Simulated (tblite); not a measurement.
Compound: C8H17P.
Numbering: `[CH3:1][C@@H:2]1[C@H:3]([CH3:4])[CH2:5][CH2:6][PH:7][C@@H:8]1[CH3:9]` (hydrogens: H10, H11, H12 on C1; H13 on C2; H14 on C3; H15, H16, H17 on C4; H18, H19 on C5; H20, H21 on C6; H22 on P7; H23 on C8; H24, H25, H26 on C9)

Computed with GFN2-xTB (tblite), gas phase: L-BFGS steps from a force-field or distance-geometry start until the largest atomic force falls under 0.01 eV/Å.

At the end of the run (lengths in Å): C2–C8 1.540, C2–H13 1.099, C4–H17 1.088, C2–C3 1.541, C5–H18 1.091, C1–C2 1.527, C1–H10 1.086, C2–C8–P7 116.0°, C5–C6–P7 114.8°, P7–C8–C9 108.6°, C3–C2–C8 110.3°, C1–C2–C3–C4 61°, C2–C3–C5–C6 -66°, C3–C5–C6–P7 59°, H13–C2–C1–H10 64°, H10–C1–C2–C3 -53°.

**Question.** These geometries were met on the way; a selection of coordinates is given. Order them by energy above the end point, lowest first.
A. C2–C8 1.546, C2–H13 1.096, C4–H17 1.084, C2–C3 1.555, C5–H18 1.088, C1–C2 1.532, C1–H10 1.085, C2–C8–P7 115.3°, C5–C6–P7 114.4°, P7–C8–C9 109.0°, C3–C2–C8 111.0°, C1–C2–C3–C4 57°, C2–C3–C5–C6 -62°, C3–C5–C6–P7 60°, H13–C2–C1–H10 57°, H10–C1–C2–C3 -60°
B. C2–C8 1.553, C2–H13 1.100, C4–H17 1.090, C2–C3 1.554, C5–H18 1.096, C1–C2 1.540, C1–H10 1.091, C2–C8–P7 114.0°, C5–C6–P7 113.5°, P7–C8–C9 109.6°, C3–C2–C8 111.1°, C1–C2–C3–C4 56°, C2–C3–C5–C6 -63°, C3–C5–C6–P7 60°, H13–C2–C1–H10 56°, H10–C1–C2–C3 -59°
C. C2–C8 1.560, C2–H13 1.118, C4–H17 1.106, C2–C3 1.542, C5–H18 1.105, C1–C2 1.539, C1–H10 1.100, C2–C8–P7 112.9°, C5–C6–P7 113.2°, P7–C8–C9 110.1°, C3–C2–C8 111.6°, C1–C2–C3–C4 55°, C2–C3–C5–C6 -62°, C3–C5–C6–P7 60°, H13–C2–C1–H10 57°, H10–C1–C2–C3 -58°
D. C2–C8 1.544, C2–H13 1.101, C4–H17 1.087, C2–C3 1.546, C5–H18 1.091, C1–C2 1.527, C1–H10 1.085, C2–C8–P7 116.0°, C5–C6–P7 114.9°, P7–C8–C9 109.1°, C3–C2–C8 111.1°, C1–C2–C3–C4 56°, C2–C3–C5–C6 -62°, C3–C5–C6–P7 60°, H13–C2–C1–H10 57°, H10–C1–C2–C3 -59°
E. C2–C8 1.541, C2–H13 1.099, C4–H17 1.088, C2–C3 1.543, C5–H18 1.092, C1–C2 1.527, C1–H10 1.087, C2–C8–P7 116.0°, C5–C6–P7 114.4°, P7–C8–C9 109.0°, C3–C2–C8 110.8°, C1–C2–C3–C4 57°, C2–C3–C5–C6 -63°, C3–C5–C6–P7 60°, H13–C2–C1–H10 57°, H10–C1–C2–C3 -59°

**Answer.** E (0.008 eV), D (0.015 eV), A (0.028 eV), B (0.054 eV), C (0.099 eV).

```json
{"step": "10", "E above end (eV)": "0.008", "rms distance from the end, all atoms (Å)": "0.072", "largest force (eV/Å)": "0.048", "rms shift of all bonds from the end (Å)": "0.001"}
{"step": "5", "E above end (eV)": "0.015", "rms distance from the end, all atoms (Å)": "0.075", "largest force (eV/Å)": "0.178", "rms shift of all bonds from the end (Å)": "0.002"}
{"step": "3", "E above end (eV)": "0.028", "rms distance from the end, all atoms (Å)": "0.077", "largest force (eV/Å)": "0.219", "rms shift of all bonds from the end (Å)": "0.005"}
{"step": "1", "E above end (eV)": "0.054", "rms distance from the end, all atoms (Å)": "0.080", "largest force (eV/Å)": "0.456", "rms shift of all bonds from the end (Å)": "0.006"}
{"step": "0", "E above end (eV)": "0.099", "rms distance from the end, all atoms (Å)": "0.081", "largest force (eV/Å)": "0.867", "rms shift of all bonds from the end (Å)": "0.010"}
```

Rows stand in the order of the answer.
